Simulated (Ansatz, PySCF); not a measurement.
Process, species as SMILES: NB(N)O → N[B]N + [OH] (HO) (the B-O bond at the site shown breaks; other sites are not compared here)
Each molecule is optimised on its own at B3LYP-D3(BJ)/def2-TZVP (Ansatz, a quantum-chemistry and plane-wave program), one conformer each, not searched for the lowest. Frequencies are from Ansatz or PySCF.

Quantity: bond dissociation energy (0 K, with B3LYP-D3(BJ) harmonic zero-point energies), in kcal/mol. Correlated levels leave the core frozen unless marked. Open shells are spin-unrestricted. Spin-orbit coupling is left out. Non-relativistic. Basis-set limits of correlation are two-point, X^-3; Hartree-Fock from the larger set.

| level | program | bond dissociation energy (kcal/mol) |
|---|---|---|
| BLYP-D4/def2-TZVPD | Ansatz + dftd4 | [?] |
| B3LYP/def2-TZVPD | Ansatz | 134.9 |
| SCS-MP2/cc-pVDZ | Ansatz | 136.8 |
| CCSD/aug-cc-pVTZ | Ansatz | 137.4 |
| CCSD(T)/CBS(aug-cc-pVTZ,aug-cc-pVQZ) | Ansatz | 142.5 |

**Question.** Some entries are withheld; supply them.

**Answer.** 
- BLYP-D4/def2-TZVPD, bond dissociation energy (kcal/mol): 135.1
